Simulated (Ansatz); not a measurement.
Geometry optimisation of TiO4H4.

```yaml
crystal:
  periodic: [false, false, false]
  atoms:
    - {symbol: Ti, position_ang: [-0.104000, 0.508740, 0.947600]}
    - {symbol: O, position_ang: [-0.567710, 1.193980, -0.592240]}
    - {symbol: O, position_ang: [1.388290, 0.399030, 0.043740]}
    - {symbol: O, position_ang: [-0.389570, -1.523740, -0.695760]}
    - {symbol: O, position_ang: [0.695210, 0.857480, -1.074380]}
    - {symbol: H, position_ang: [0.118950, 1.794950, 1.884510]}
    - {symbol: H, position_ang: [-0.823660, -1.065520, -1.422760]}
    - {symbol: H, position_ang: [0.527670, -1.614660, -0.973510]}
    - {symbol: H, position_ang: [-0.845170, -0.550270, 1.882810]}
basis:
  gaussian: {orbitals: def2-SVP}
hamiltonian: {xc: pbe, dispersion: d4}
scf: {omitted_lower_state_checks: [starts]}
output: {orbitals: {seedname: orbitals}}
relax: {f_tol: 0.02, max_steps: 100}
```

```sh
$ ansatz run in.yaml --threads 2 --pin off --events-out ev --progress --plain --max-ram 4352MiB
```

It prints (some lines left out):

```
Functional definition: PBE
  name "PBE"
  cite "Perdew, Burke & Ernzerhof, Phys. Rev. Lett. 77, 3865 (1996) doi:10.1103/PhysRevLett.77.3865"
  parent pbe
  parameter kappa = 0.804
  parameter beta = 0.06672455060314922
  exchange = pbe_x(kappa = kappa, mu = beta*pi^2/3)
  correlation = pbe_c(beta = beta)
these checks for a lower state are left out or cut short: starts
mean field -31340.20837038 eV, -1151.7314144552 hartree, gradient 7.4e-6 eV, S^2 0.000000; 0 other end points of the search recorded, 0 dependent functions left out
the calculation of the forces begins
relax step   1: F+E_penalty+E_count = -31340.38440684 eV  Δ(F+E_penalty+E_count) = +0.000e0 eV  max|allowed force component| = 3.718e0 eV/Å  Δτ_max = 0.0000 Å  (43 SCF iters, accepted)
these checks for a lower state are left out or cut short: starts, cluster_reference, orbital_swaps, neighbouring_geometries, increment
mean field -31340.85366024 eV, -1151.7551284203 hartree, gradient 1.6e-5 eV, S^2 0.000000; 0 other end points of the search recorded, 0 dependent functions left out
the calculation of the forces begins
relax step   2: F+E_penalty+E_count = -31341.02326828 eV  Δ(F+E_penalty+E_count) = -6.389e-1 eV  max|allowed force component| = 1.623e0 eV/Å  Δτ_max = 0.1934 Å  (40 SCF iters, accepted)
these checks for a lower state are left out or cut short: starts, cluster_reference, orbital_swaps, neighbouring_geometries, increment
mean field -31340.92933546 eV, -1151.7579094334 hartree, gradient 1.2e-5 eV, S^2 0.000000; 0 other end points of the search recorded, 0 dependent functions left out
the calculation of the forces begins
relax step   3: F+E_penalty+E_count = -31341.08968020 eV  Δ(F+E_penalty+E_count) = -6.641e-2 eV  max|allowed force component| = 2.418e0 eV/Å  Δτ_max = 0.1925 Å  (40 SCF iters, accepted)
these checks for a lower state are left out or cut short: starts, cluster_reference, orbital_swaps, neighbouring_geometries, increment
mean field -31341.11814285 eV, -1151.7648479768 hartree, gradient 1.5e-5 eV, S^2 0.000000; 0 other end points of the search recorded, 0 dependent functions left out
the calculation of the forces begins
relax step   4: F+E_penalty+E_count = -31341.27703697 eV  Δ(F+E_penalty+E_count) = -1.874e-1 eV  max|allowed force component| = 6.340e-1 eV/Å  Δτ_max = 0.1318 Å  (40 SCF iters, accepted)
these checks for a lower state are left out or cut short: starts, cluster_reference, orbital_swaps, neighbouring_geometries, increment
mean field -31341.14931924 eV, -1151.7659936880 hartree, gradient 1.5e-5 eV, S^2 0.000000; 0 other end points of the search recorded, 0 dependent functions left out
the calculation of the forces begins
relax step   5: F+E_penalty+E_count = -31341.30816668 eV  Δ(F+E_penalty+E_count) = -3.113e-2 eV  max|allowed force component| = 1.535e-1 eV/Å  Δτ_max = 0.1201 Å  (34 SCF iters, accepted)
these checks for a lower state are left out or cut short: starts, cluster_reference, orbital_swaps, neighbouring_geometries, increment
mean field -31341.15750278 eV, -1151.7662944276 hartree, gradient 1.3e-5 eV, S^2 0.000000; 0 other end points of the search recorded, 0 dependent functions left out
the calculation of the forces begins
relax step   6: F+E_penalty+E_count = -31341.31673821 eV  Δ(F+E_penalty+E_count) = -8.572e-3 eV  max|allowed force component| = 1.604e-1 eV/Å  Δτ_max = 0.0635 Å  (35 SCF iters, accepted)
these checks for a lower state are left out or cut short: starts, cluster_reference, orbital_swaps, neighbouring_geometries, increment
mean field -31341.15965554 eV, -1151.7663735401 hartree, gradient 1.7e-5 eV, S^2 0.000000; 0 other end points of the search recorded, 0 dependent functions left out
the calculation of the forces begins
relax step   7: F+E_penalty+E_count = -31341.31868823 eV  Δ(F+E_penalty+E_count) = -1.950e-3 eV  max|allowed force component| = 3.949e-2 eV/Å  Δτ_max = 0.0251 Å  (35 SCF iters, accepted)
these checks for a lower state are left out or cut short: starts, cluster_reference, orbital_swaps, neighbouring_geometries, increment
mean field -31341.16025616 eV, -1151.7663956126 hartree, gradient 1.6e-5 eV, S^2 0.000000; 0 other end points of the search recorded, 0 dependent functions left out
the calculation of the forces begins
relax step   8: F+E_penalty+E_count = -31341.31924688 eV  Δ(F+E_penalty+E_count) = -5.586e-4 eV  max|allowed force component| = 2.365e-2 eV/Å  Δτ_max = 0.0212 Å  (35 SCF iters, accepted)
[...]
mean field -31345.51276130 eV, -1151.9263472263 hartree, gradient 1.2e-5 eV, S^2 0.000000; 0 other end points of the search recorded, 0 dependent functions left out
the calculation of the forces begins
relax step  39: F+E_penalty+E_count = -31345.68757339 eV  Δ(F+E_penalty+E_count) = -4.112e-2 eV  max|allowed force component| = 4.271e-1 eV/Å  Δτ_max = 0.0989 Å  (34 SCF iters, accepted)
these checks for a lower state are left out or cut short: starts, cluster_reference, orbital_swaps, neighbouring_geometries, increment
mean field -31345.52392939 eV, -1151.9267576459 hartree, gradient 8.5e-6 eV, S^2 0.000000; 0 other end points of the search recorded, 0 dependent functions left out
the calculation of the forces begins
relax step  40: F+E_penalty+E_count = -31345.69837508 eV  Δ(F+E_penalty+E_count) = -1.080e-2 eV  max|allowed force component| = 3.362e-1 eV/Å  Δτ_max = 0.1268 Å  (34 SCF iters, accepted)
these checks for a lower state are left out or cut short: starts, cluster_reference, orbital_swaps, neighbouring_geometries, increment
mean field -31345.52855770 eV, -1151.9269277332 hartree, gradient 2.6e-5 eV, S^2 0.000000; 0 other end points of the search recorded, 0 dependent functions left out
the calculation of the forces begins
relax step  41: F+E_penalty+E_count = -31345.70295685 eV  Δ(F+E_penalty+E_count) = -4.582e-3 eV  max|allowed force component| = 2.198e-1 eV/Å  Δτ_max = 0.0573 Å  (32 SCF iters, accepted)
these checks for a lower state are left out or cut short: starts, cluster_reference, orbital_swaps, neighbouring_geometries, increment
mean field -31345.52948050 eV, -1151.9269616454 hartree, gradient 1.1e-5 eV, S^2 0.000000; 0 other end points of the search recorded, 0 dependent functions left out
the calculation of the forces begins
relax step  42: F+E_penalty+E_count = -31345.70409097 eV  Δ(F+E_penalty+E_count) = -1.134e-3 eV  max|allowed force component| = 1.254e-1 eV/Å  Δτ_max = 0.0498 Å  (33 SCF iters, accepted)
these checks for a lower state are left out or cut short: starts, cluster_reference, orbital_swaps, neighbouring_geometries, increment
mean field -31345.53140693 eV, -1151.9270324402 hartree, gradient 1.8e-5 eV, S^2 0.000000; 0 other end points of the search recorded, 0 dependent functions left out
the calculation of the forces begins
relax step  43: F+E_penalty+E_count = -31345.70585700 eV  Δ(F+E_penalty+E_count) = -1.766e-3 eV  max|allowed force component| = 2.530e-2 eV/Å  Δτ_max = 0.0326 Å  (33 SCF iters, accepted)
these checks for a lower state are left out or cut short: starts, cluster_reference, orbital_swaps, neighbouring_geometries, increment
mean field -31345.53161495 eV, -1151.9270400849 hartree, gradient 7.4e-6 eV, S^2 0.000000; 0 other end points of the search recorded, 0 dependent functions left out
the calculation of the forces begins
relax step  44: F+E_penalty+E_count = -31345.70606476 eV  Δ(F+E_penalty+E_count) = -2.078e-4 eV  max|allowed force component| = 1.514e-2 eV/Å  Δτ_max = 0.0168 Å  (34 SCF iters, accepted)
these checks for a lower state are left out or cut short: starts
mean field -31345.53161495 eV, -1151.9270400849 hartree, gradient 7.6e-6 eV, S^2 0.000000; 0 other end points of the search recorded, 0 dependent functions left out
the calculation of the forces begins
Total energy: -31345.70616503 eV, -1151.9334546820 hartree
Atom 0 at     0.304370     0.533931     0.165887 Å, force    -0.012698     0.008288     0.013089 eV/Å
Atom 1 at    -0.834191     1.698857    -0.023300 Å, force     0.010213    -0.008214     0.001070 eV/Å
Atom 2 at     2.034548     1.072364    -0.142519 Å, force     0.002921    -0.001271    -0.001904 eV/Å
Atom 3 at    -0.530920    -1.328971    -0.580034 Å, force    -0.015135    -0.009442     0.000502 eV/Å
Atom 4 at     1.541363     0.209024    -1.207060 Å, force     0.002133     0.001699    -0.005005 eV/Å
Atom 5 at    -0.929940     0.568062     1.910561 Å, force    -0.001234    -0.000654     0.004480 eV/Å
Atom 6 at    -1.313867    -1.202078    -1.152549 Å, force     0.008171    -0.001775     0.003297 eV/Å
Atom 7 at     0.218788    -1.538314    -1.184909 Å, force     0.005117     0.005749    -0.005093 eV/Å
Atom 8 at    -0.490139    -0.012884     2.213932 Å, force     0.000512     0.005620    -0.010437 eV/Å
Dipole moment:    -0.626460    -1.065201     0.347045 e Å
Checks for a lower state left out: starts
```

It took 1.8 min on 2 threads of Arm Neoverse V1 on a shared host.

The structure holds one bond between oxygen atoms, so isomers without such links may lie far lower. In the singlet, H6 and H9 lie 0.79 Å apart (atoms count from 1), so H2 has formed as a molecule. Another isomer (singlet) lies 1.25 eV lower at PBE0-D4/def2-TZVP; other spin states weren't run for this one.
